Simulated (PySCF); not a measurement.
## `[SiH3]CC[SiH2]C(Cl)Cl` in a uniform electric field

C₃H₁₀Cl₂Si₂.
Cartesian coordinates in Å at the GFN2-xTB level; atoms count from 1:
```xyz
17
C3H10Cl2Si2 angstrom
Si    -2.9484    0.0132    0.7461
C     -1.4546    0.1510   -0.4269
C     -0.1254   -0.1437    0.2709
Si     1.3461    0.0219   -0.9151
C      2.9650   -0.3192    0.0736
Cl     4.3448   -0.2716   -1.0411
Cl     3.1672    0.9286    1.3201
H     -2.9971   -1.3430    1.2970
H     -4.1741    0.2925   -0.0022
H     -2.7904    0.9793    1.8348
H     -1.4162    1.1520   -0.8585
H     -1.5756   -0.5339   -1.2675
H     -0.0048    0.5369    1.1162
H     -0.1584   -1.1510    0.6926
H      1.3169   -0.9807   -1.9840
H      1.4830    1.3751   -1.4510
H      3.0151   -1.2786    0.5849
```

Level: PBE0/def2-SVPD (PySCF); nuclei fixed, core orbitals frozen in the response. Permanent dipole (-1.944, -0.960, -0.169) D (1 au = 2.5417 D). Static polarisability (au):

```
x   149.74  -0.34  -9.56
y    -0.34  98.93   6.09
z    -9.56   6.09 113.50
```

Only the terms in μ and α are kept: μ(F) = μ + αF and ΔE = −μ·F − ½ F·αF.

(1) Apply 0.001 au along ±x, ±y and ±z in turn. Tabulate induced and total dipoles and both energy terms.

(2) For the field (0.0000, -0.0007, -0.0010) au, what is the induced dipole, and what angle does it make with the field?

(3) At what field along the permanent dipole would the induced dipole along it equal the permanent one, in this linear picture?

(4) What field makes μF equal to kT at 400 K?

(5) A unit point charge sits 11 Å away. Estimate the induction energy −αe²/2R⁴ with the mean polarisability, treating the molecule as a point.

Answers

(1) 
| field along | induced x (D) | induced y (D) | induced z (D) | total size (D) | −μ·F (kJ/mol) | −½F·αF (kJ/mol) |
| --- | --- | --- | --- | --- | --- | --- |
| +x | 0.381 | -0.001 | -0.024 | 1.845 | +2.008 | -0.197 |
| −x | -0.381 | 0.001 | 0.024 | 2.519 | -2.008 | -0.197 |
| +y | -0.001 | 0.251 | 0.015 | 2.076 | +0.992 | -0.130 |
| −y | 0.001 | -0.251 | -0.015 | 2.297 | -0.992 | -0.130 |
| +z | -0.024 | 0.015 | 0.288 | 2.186 | +0.175 | -0.149 |
| −z | 0.024 | -0.015 | -0.288 | 2.201 | -0.175 | -0.149 |

(2) αF = (0.025, -0.191, -0.299) D, at 4.7° to the field. The polarisability along this direction, F·αF/F², is 114.43 au, against a mean of 120.72 au.

(3) The polarisability along the dipole is 138.44 au, so F = 0.8556 au / 138.44 au = 0.0062 au = 0.32 V/Å; higher-order terms are ignored.

(4) kT = 1.2667 × 10⁻³ Eh, so F = 0.00148 au = 7.61 MV/cm.

(5) R = 20.79 bohr, so the energy is −120.7/(2 × 20.79⁴) Eh = -0.849 kJ/mol. The charge–dipole term at its most favourable orientation, −μe/R², is -5.2 kJ/mol.

Isolated species at its GFN2-xTB geometry (one conformer only).
